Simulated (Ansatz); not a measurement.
Reaction (atomization): `C=C[SiH2]NC` → 3 C• + 9 H• + N• + Si•

Program: Ansatz. Geometries: PBE0-D4/def2-TZVP. ΔE: electronic, gas phase. CCSD(T)/CBS is the MP2 limit (def2-TZVPP, def2-QZVPP) plus CCSD(T) − MP2 in def2-TZVPP, frozen cores. This one scheme is used for every species, atoms too. For atomizations the MP2-based limit and the directly extrapolated one differ by several kJ/mol either way, and by 10 to 25 for some Ge, Se and Sn compounds, so smaller differences from it don't rank the levels. Functionals use def2-TZVPP. B3LYP here is the variant with VWN-RPA as its local correlation; programs differ in this. No spin–orbit coupling; open shells (•) take unrestricted orbitals. Spin–orbit coupling would lower the free atoms: a little for C, Si. One conformer a species, not always the lowest.

`C=C[SiH2]NC`:

Cartesian coordinates in Å:
```
C 1.376 1.404 -1.429
C 0.113 1.058 -1.665
Si -0.851 -0.097 -0.572
N -0.054 -0.226 0.943
C -0.233 -1.335 1.856
H 1.920 1.007 -0.576
H 1.919 2.091 -2.072
H -0.383 1.486 -2.535
H -0.925 -1.479 -1.125
H -2.258 0.413 -0.519
H 0.192 0.634 1.408
H -1.093 -1.220 2.528
H 0.659 -1.481 2.472
H -0.384 -2.254 1.285
```

```json
{"level": "BLYP-D4", "ΔE (kcal/mol)": "1252.9", "difference from CCSD(T)/CBS": "-0.3"}
{"level": "B97M-V", "ΔE (kcal/mol)": "1255.0", "difference from CCSD(T)/CBS": "1.8"}
{"level": "B3LYP-D4", "ΔE (kcal/mol)": "1257.8", "difference from CCSD(T)/CBS": "4.6"}
{"level": "CAM-B3LYP-D4", "ΔE (kcal/mol)": "1261.4", "difference from CCSD(T)/CBS": "8.2"}
{"level": "PBE-QIDH", "ΔE (kcal/mol)": "1244.7", "difference from CCSD(T)/CBS": "-8.5"}
{"level": "revPBE", "ΔE (kcal/mol)": "1225.4", "difference from CCSD(T)/CBS": "-27.8"}
{"level": "HF/def2-SVP", "ΔE (kcal/mol)": "930.8", "difference from CCSD(T)/CBS": "-322.4"}
{"level": "CCSD/def2-TZVPP", "ΔE (kcal/mol)": "1205.7", "difference from CCSD(T)/CBS": "-47.5"}
{"level": "CCSD(T)/def2-TZVPP", "ΔE (kcal/mol)": "1221.8", "difference from CCSD(T)/CBS": "-31.4"}
{"level": "CCSD/CBS(def2)", "ΔE (kcal/mol)": "1237.2", "difference from CCSD(T)/CBS": "-16.0"}
{"level": "CCSD(T)/CBS", "ΔE (kcal/mol)": "1253.2", "difference from CCSD(T)/CBS": "0"}
```

(1) What do rigid-rotor, harmonic-oscillator terms from PBE0-D4/def2-TZVP frequencies (298.15 K, 1 bar) make of the CCSD(T)/CBS value? (An estimate is asked.)

Largest T1 diagnostic among the species: 0.012.

Answers

(1) Ansatz gave: ΔZPE = -71.7 kcal/mol, ΔH = +1196.9 kcal/mol, ΔS = 1472 J/(mol·K), ΔG = +1092.0 kcal/mol. Open shells count their whole term as degenerate.

Leaving LDA and LC-ωPBE aside and taking each functional with its dispersion term where it has one, the values, not all of them listed here, spread over 44.6 kcal/mol, from BHLYP-D4 to PBE-D4. LDA lies +151.3 kcal/mol from PBE without D4, its usual overbinding. From PBE to PBE0 (25 % exact exchange), in def2-TZVPP and without D4, ΔE moves by −15.9 kcal/mol: exact exchange takes away binding that semilocal exchange gives to molecules.
